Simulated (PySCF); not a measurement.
# Computed structure and properties of LuH3(H2O)

System: LuH3(H2O) (singlet in the valence; each metal's 4f electrons, 14 of them, lie in its core potential, out of spins and levels); start: displaced along the imaginary mode (C1). Method: PySCF 2.14.0, RKS PBE0, Lu lcecp-1-SVP with ECP60, H def2-SVP, O def2-SVP; non-relativistic Hamiltonian with scalar-relativistic core potentials where named; density fitting; no spin-orbit coupling.

Input of the relaxation:

```python
mol = gto.M(atom='''
Lu     0.11588    -0.12795     0.12507
H      0.78637     1.61849     0.85084
H     -0.97432    -1.27448     1.30926
H      1.14914    -1.02978    -1.32460
O     -1.18249     1.23424    -1.21779
H     -0.93642     2.18090    -1.03276
H     -1.37291     1.12690    -2.18506''',
    basis={'Lu': 'lcecp-1-SVP', 'H': 'def2-SVP', 'O': 'def2-SVP'},
    ecp={'Lu': 'lcecp-1-SVP'},
    charge=0, spin=0)
mf = dft.RKS(mol, xc='PBE0')
mf.grids.atom_grid = (50, 194)  # f atoms: unpruned, at least (60, 302)
mf = mf.density_fit()  # fitting sets: Lu AutoAux, H def2-universal-JKFIT, O def2-universal-JKFIT
mf.conv_tol = 1e-08; mf.max_cycle = 55
mf.kernel(dm0)  # dm0: converged density of the start geometry
# quasi-Newton relaxation in Cartesian coordinates to a largest gradient under 0.00045 Eh/bohr, steps kept in the point group
```

Run from Python with OMP_NUM_THREADS=2; the lines above give its settings. Where DIIS fails, smearing, a level shift and second-order steps follow.
It took 9 s on 2 threads of Arm Neoverse V2 (shared host), from the converged density of the start.

Course of the relaxation:

| step | energy above end (eV) | largest force component within the symmetry (eV/Å) |
| --- | --- | --- |
| 0 | 0.0352 | 1.172 |
| 1 | 0.0023 | 0.188 |
| 2 | 0.0007 | 0.046 |
| 3 | 0.0002 | 0.024 |
| 4 | 0.0000 | 0.011 |
| 5 | 0.0000 | 0.005 |

Relaxed geometry (C1):

```xyz
7

Lu    0.1132   -0.1302    0.1234
H     0.7887    1.6050    0.8279
H    -0.9765   -1.2713    1.3121
H     1.1495   -1.0172   -1.3110
O    -1.1745    1.2315   -1.2219
H    -0.9552    2.1589   -1.0385
H    -1.3600    1.1517   -2.1670
```

```csv
contact,Å
Lu1–H2 (H),1.991
Lu1–H3 (H),1.976
Lu1–H4 (H),1.979
Lu1–O5 (H2O),2.307
```

On the finer grid (75, 302):

```json
{
 "HOMO": "-6.45 eV",
 "LUMO": "-0.61 eV",
 "Dipole about the centre of mass": "5.42 D",
 "Set of Mulliken populations of Lu1 outside the core potential": "s 2.73, p 6.64, d 1.07, f 0.02",
 "D3(BJ) dispersion energy (not in the energies)": "-0.074 eV"
}
```

| atom | Mulliken (e) | Löwdin (e) | spin (e) |
| --- | --- | --- | --- |
| Lu1 | 0.54 | 0.34 | 0.00 |
| H2 | -0.26 | -0.22 | 0.00 |
| H3 | -0.25 | -0.22 | 0.00 |
| H4 | -0.24 | -0.21 | 0.00 |
| O5 | -0.28 | 0.03 | 0.00 |
| H6 | 0.25 | 0.14 | 0.00 |
| H7 | 0.24 | 0.14 | 0.00 |

The 4f levels lie in the core potential and are missing.

On the grid (50, 194), as all that follows. Harmonic modes: a minimum within the noise of the softest modes; lowest 26 cm⁻¹ (negative: unstable), highest 3910 cm⁻¹, zero-point energy 1.036 eV.

Taking off one H (charge -1, singlet; the rest: singlet) in vacuum, both parts rigid, costs 9.47 eV; the small basis without counterpoise inflates it. Most of it is the attraction of opposite charges; other ways to part are cheaper, and one spin state was tried for the rest.

Rigid scan of H along the line from its metal:

(distance to H2 (Å), energy (eV)): (1.69, 0.481), (1.79, 0.190), (1.89, 0.043), (1.99, 0.000), (2.09, 0.034), (2.19, 0.122), (2.39, 0.400), (2.69, 0.931), (3.09, 1.663), (3.59, 2.486)

Taking off one H2O (charge 0, singlet; the rest: singlet) in vacuum, both parts rigid, costs 1.48 eV; the small basis without counterpoise inflates it.

Rigid scan of H2O along the line from its metal:

| distance to O5 (Å) | energy (eV) |
| --- | --- |
| 2.01 | 0.455 |
| 2.11 | 0.169 |
| 2.21 | 0.036 |
| 2.31 | 0.000 |
| 2.41 | 0.025 |
| 2.51 | 0.087 |
| 2.71 | 0.259 |
| 3.01 | 0.530 |
| 3.41 | 0.817 |
| 3.91 | 1.055 |

One start shape was tried, so this needn't be the lowest isomer.

An lcecp potential fixes the number of 4f electrons, so in runs with it no electron can move into or out of that shell.
